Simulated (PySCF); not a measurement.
A PySCF script (with the pyscf-properties extension) for the NMR shieldings of SMILES C=C[Si@@H]([SiH3])NBC#CC, C5H12BNSi2, on a GFN2-xTB geometry:

```python
import basis_set_exchange as bse
import numpy as np
from pyscf import gto, dft
from pyscf.prop import nmr

atoms = """
C    -1.716306   -0.114563   -2.451753
C    -1.041811    0.689073   -1.644454
Si   -1.480811    1.006468    0.167931
Si   -1.389388   -0.925142    1.439009
N    -0.373872    2.231550    0.763993
B     1.012105    2.114959    0.932387
C     1.665451    0.792274    0.593616
C     2.152885   -0.276864    0.318773
C     2.745234   -1.557162   -0.002389
H    -1.427319   -0.290809   -3.477349
H    -2.602252   -0.634236   -2.120910
H    -0.154126    1.178364   -2.029840
H    -2.777437    1.719814    0.210114
H    -1.032276   -2.100158    0.633919
H    -2.700296   -1.243091    2.025435
H    -0.448665   -0.879591    2.561582
H    -0.785780    3.119787    1.003826
H     1.644319    3.024950    1.327725
H     3.530512   -1.430365   -0.748125
H     1.987620   -2.234885   -0.397042
H     3.183290   -1.998834    0.893079
"""
names = dict.fromkeys(["C", "Si", "N", "B", "H"], "pcSseg-1")
basis = {el: gto.basis.parse(bse.get_basis(n, elements=[el], fmt="nwchem")) for el, n in names.items()}
mol = gto.M(atom=atoms, basis=basis, charge=0, verbose=0)
mf = dft.RKS(mol, xc="PBE0")
mf.grids.level = 2
mf.grids.alignment = dft.numint.BLKSIZE   # the property module wants whole blocks of grid points
mf.conv_tol = 1e-9
mf.kernel()

calc = nmr.RKS(mf)   # GIAO
C = mf.mo_coeff
Co = C[:, mf.mo_occ > 0]
resp = mf.gen_response(singlet=True, hermi=2)
def vind(x):   # induced exchange potential for any number of trial vectors
    d = np.einsum("pi,xij,qj->xpq", C, 2 * x.reshape(-1, C.shape[1], Co.shape[1]), Co, optimize=True)
    return np.einsum("xpq,pi,qj->xij", resp(d - d.transpose(0, 2, 1)), C, Co, optimize=True).ravel()
mo1, _ = nmr.rhf.solve_mo1(calc, with_cphf=vind)
sigma = calc.kernel(mo1)
for i, s in enumerate(sigma):   # ppm
    w = np.linalg.eigvalsh((s + s.T) / 2)
    print("%2d %-2s iso %8.1f  s11 %8.1f  s22 %8.1f  s33 %8.1f" % (i, mol.atom_pure_symbol(i), w.mean(), *w))
```

Problem. What does it print?

Solution. 
```
 0 C  iso     46.5  s11    -80.8  s22     51.1  s33    169.1
 1 C  iso     35.7  s11    -80.6  s22     34.6  s33    153.0
 2 Si iso    386.5  s11    340.1  s22    388.2  s33    431.1
 3 Si iso    458.2  s11    428.7  s22    462.7  s33    483.2
 4 N  iso    142.6  s11     19.5  s22    167.9  s33    240.4
 5 B  iso     67.7  s11     29.8  s22     52.2  s33    121.1
 6 C  iso     91.9  s11      2.7  s22      5.7  s33    267.3
 7 C  iso     62.7  s11    -12.6  s22     -3.7  s33    204.5
 8 C  iso    180.3  s11    172.9  s22    173.3  s33    194.8
 9 H  iso     25.3  s11     21.8  s22     24.9  s33     29.2
10 H  iso     25.9  s11     21.7  s22     25.4  s33     30.5
11 H  iso     25.0  s11     21.2  s22     25.1  s33     28.5
12 H  iso     26.5  s11     23.3  s22     25.0  s33     31.1
13 H  iso     28.2  s11     25.6  s22     26.8  s33     32.2
14 H  iso     28.1  s11     24.8  s22     25.5  s33     34.0
15 H  iso     27.9  s11     24.4  s22     27.1  s33     32.2
16 H  iso     27.0  s11     21.8  s22     26.2  s33     33.0
17 H  iso     26.8  s11     24.8  s22     27.1  s33     28.6
18 H  iso     29.5  s11     24.8  s22     27.3  s33     36.4
19 H  iso     29.6  s11     24.2  s22     29.4  s33     35.1
20 H  iso     29.5  s11     24.9  s22     27.3  s33     36.3
```

These numbers come from an equivalent density-fitted implementation of the same equations, which agrees with the script to about 0.01 ppm for H and up to a few tenths of a ppm for heavy atoms, so last digits may differ.

Size and cost of the density-fitted run: 227 basis functions, 120 s wall time on 1 thread of an Arm Neoverse N1, shared host; peak memory 1.1 GiB.
